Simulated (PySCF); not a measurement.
C3H3N2, multiplicity 2. Atoms are numbered in the order given.

```xyz
8

C      0.0000     0.0000    -1.1451
C      0.0000     1.1190    -0.2896
N      0.0000     0.6167     0.9684
N      0.0000    -0.6167     0.9684
C      0.0000    -1.1190    -0.2896
H      0.0000     0.0000    -2.2349
H      0.0000     2.1883    -0.4881
H      0.0000    -2.1883    -0.4881
```
Charge 0, spin multiplicity 2.

The structure is a stationary point at ωB97X-D3(BJ)/def2-SVP. The isomer is the one that the SMILES or the coordinates give; other isomers of the formula were not compared.

Computed with PySCF with PBE/def2-TZVP.

Isolated molecule, no solvent.

Estimate the frontier levels, dipole moment and polarisability. (An estimate is asked for; the answer gives what the named calculation found.)


The α spin, highest occupied and lowest empty level is -6.43 and -0.59 eV and the β spin, highest occupied and lowest empty level comes out as -6.25 and -5.82 eV. The dipole moment is 1.40 D. The quadrupole, principal values (traceless, Buckingham form, about the centre of nuclear charge) is -4.47, -0.50, 4.97 D·Å and the mean static polarisability is 45.3 bohr³ (6.72 Å³). The polarisability, principal values is 30.9, 48.3, 56.8 bohr³ and the ⟨S²⟩ is 0.753 (pure state 0.75).
